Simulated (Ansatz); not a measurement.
`O[Si](F)([SiH3])I`. Total charge 0; spin multiplicity 1. I: def2 effective core potential.

```xyz
9

O     0.365    1.772    0.717
Si   -0.570    0.598    0.092
F    -1.400    1.165   -1.148
Si    0.770   -1.195   -0.559
I    -2.248   -0.103    1.730
H    -0.040    2.477    1.228
H     1.441   -1.736    0.650
H    -0.102   -2.233   -1.162
H     1.783   -0.745   -1.548
```

Q: List the harmonic frequencies (cm⁻¹, unscaled) at PBE0-D4/def2-TZVP in Ansatz. (Best estimate.)

A: Computed: 83, 95, 136, 173, 203, 252, 272, 367, 480, 523, 531, 797, 846, 894, 930, 933, 965, 2228, 2244, 2249, 3900.

Q: Is this a minimum?

A: Yes, all 21 modes are real.

Q: Give the ideal-gas thermochemistry at 298.15 K and 1 bar (rigid rotor, harmonic oscillator; point group C1, symmetry number 1).

A: Zero-point energy 114.2 kJ/mol; H(298) − E = 138.9 kJ/mol; entropy 392.0 J/(mol·K), of which translation 176.2, rotation 124.0, vibration 91.7; G(298) − E = 22.0 kJ/mol. Modes under 100 cm⁻¹ are hindered rotations or soft bends, so the harmonic entropy is rough.
